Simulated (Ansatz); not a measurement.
Born–Oppenheimer molecular dynamics of CH₄NOSb (8 atoms, charge 0, multiplicity 1). It starts at the highest image of a converged band. Of that band: The profile has 2 maxima (images 2, 6) with wells between them (image 3): this band takes more than one step, which may be the mechanism or a detour left from its start path. A vibrational analysis at the climbing image gives one clearly imaginary mode, 1458i cm⁻¹: a first-order saddle point.

Level of theory: Ansatz 0.2.0, RKS B3LYP-D4/def2-SVPD.

```yaml
ensemble: NVE (velocity Verlet)
time_step: 0.5 fs
steps_asked: 200
starting_velocities_drawn_for: 300 K
seed: 4140
```

First frame:

```xyz
8
Properties=species:S:1:pos:R:3
C -0.662 1.173 0.250
N 0.603 0.944 0.166
Sb 1.658 -0.895 0.248
O 0.122 -2.216 0.232
H -1.054 2.163 -0.026
H -1.390 0.419 0.590
H 1.230 0.536 -0.946
H -0.416 -2.181 -0.570
```

Q: How far do the bonds stretch over the last three quarters of this one trajectory? (Pairs bonded in most of those frames.)

A: 
```tsv
bond	mean (Å)	spread (Å)	shortest	longest
C1–N2	1.270	0.033	1.21	1.32
C1–H5	1.117	0.022	1.08	1.16
C1–H6	1.119	0.015	1.09	1.15
N2–Sb3	2.121	0.079	1.99	2.22
Sb3–O4	2.025	0.014	2.00	2.04
Sb3–H7	1.829	0.135	1.62	2.05
O4–H8	0.967	0.005	0.96	0.98
```

Mean temperature of the second half: 1154 K. The conserved energy stayed within 0.17 meV per atom of its start (net change 0.12 meV per atom), so the integration is sound. The kinetic energy rose, since the run started high on the potential surface and went downhill. A run of 0.1 ps of so small a system gives no equilibrium averages. The orbitals stay closed-shell, which can raise the energy where a bond breaks towards radicals; this wasn't checked here.

Run time: 8.1 min on 2 threads of Intel(R) Xeon(R) Gold 6455B (Sapphire Rapids), on a shared host, peak memory 0.37 GiB.
